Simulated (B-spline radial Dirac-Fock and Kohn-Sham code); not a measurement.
# Characteristic X-ray lines: Te⁺

System: the Te⁺ ion, [Kr] 4d10 5s1 5p4 (an excited configuration).

Calculated with a B-spline atomic structure program, using Dirac-Fock energy differences between relaxed states, corrected for Breit and QED terms. A line energy is the difference of two single-hole energies; the list is a selection of electric-dipole transitions between resolved j subshells. Correlation energy is missing from these numbers.

```csv
line,energy (keV),wavelength (Å)
Kβ2'',31.683,0.39132
Kβ1,30.991,0.40006
Kβ3,30.939,0.40073
Kα1,27.470,0.45134
Kα2,27.199,0.45584
Lγ2,4.8166,2.5741
Lγ1,4.5734,2.7110
Lβ7,4.3334,2.8612
Lβ2,4.3039,2.8807
Lβ15,4.3025,2.8817
Lβ3,4.1242,3.0062
Lβ4,4.0726,3.0444
Lβ1,4.0306,3.0761
Lα1,3.7701,3.2886
Lα2,3.7597,3.2977
Lη,3.6035,3.4406
Lℓ,3.3326,3.7203
Mγ,0.7831,15.833
Mζ2,0.4535,27.337
```
